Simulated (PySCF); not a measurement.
From one molecule to another.

First species: C6H12BN.
InChI=1S/C6H12BN/c1-2-8-7-6-4-3-5-6/h6H,3-5,7H2,1H3

Second species: B₂H₆NP.
InChI=1S/B2H6NP/c1-3-2-4/h2-3H,1,4H2

Levels: PBE0/def2-SVPD for dipole moment, HOMO energy, LUMO energy, HOMO–LUMO gap, static isotropic polarisability and electronic spatial extent ⟨r²⟩ about the centre of nuclear charge; TDDFT PBE0/def2-SVPD for lowest singlet excitation; TDA PBE0/def2-SVPD for lowest triplet excitation (Tamm–Dancoff); ΔSCF PBE0/def2-SVPD for vertical ionisation energy; PBE0-D3(BJ)/def2-SVP for rotational constant A and rotational constant C. Geometries: PBE0-D3(BJ)/def2-SVP. Each species is one conformer at its optimised geometry, gas phase, non-relativistic unless stated. Electronic properties by PySCF.

The conformers computed, where there is a choice (atom-mapped SMILES and torsion angles):
- `[CH3:1][C:2]#[N+:3][BH2-:4][CH:5]1[CH2:6][CH2:7][CH2:8]1`: N3–B4–C5–C6 67°
- `[BH2:1][NH:2][BH:3][PH2:4]`: B1–N2–B3–P4 175°, H–P4–B3–N2 41°, H–P4–B3–N2 139°

| property | column X | column Y |
| --- | --- | --- |
| dipole moment | 1.24 D | 7.30 D |
| HOMO energy | -7.42 eV | -6.83 eV |
| LUMO energy | -1.43 eV | -0.53 eV |
| HOMO–LUMO gap | 5.99 eV | 6.30 eV |
| lowest singlet excitation | 5.03 eV | 5.12 eV |
| lowest triplet excitation (Tamm–Dancoff) | 4.13 eV | 4.75 eV |
| static isotropic polarisability | 67.9 au | 100.3 au |
| vertical ionisation energy | 9.54 eV | 8.58 eV |
| electronic spatial extent ⟨r²⟩ about the centre of nuclear charge | 541 bohr² | 1505 bohr² |
| rotational constant A | 32.054 GHz | 5.419 GHz |
| rotational constant C | 2.218 GHz | 0.780 GHz |

**Question.** Which column belongs to which species?

**Answer.** Column X is the second species and column Y the first. The first has 20 atoms and 60 electrons, the second 10 and 38.

**Question.** How does each property change from the first species to the second?

**Answer.** dipole moment -6.06 D; HOMO energy -0.59 eV; LUMO energy -0.90 eV; HOMO–LUMO gap -0.31 eV; lowest singlet excitation -0.09 eV; lowest triplet excitation (Tamm–Dancoff) -0.62 eV; static isotropic polarisability -32.4 au; vertical ionisation energy +0.96 eV; electronic spatial extent ⟨r²⟩ about the centre of nuclear charge -964 bohr²; rotational constant A +26.635 GHz; rotational constant C +1.438 GHz.

On the first: No computed singlet falls in the visible range (750 to 380 nm, 1.65 to 3.26 eV); S1 lies 1.86 eV above its blue end. A dipole of 7.30 D is allowed in C1, and pure rotational transitions are dipole-allowed.

On the second: The principal polarisabilities are 50.5, 61.1 and 92.1 au; their mean is the isotropic value. S1 lies 0.96 eV below the HOMO–LUMO gap; its leading configuration is HOMO→LUMO, weight 0.94.
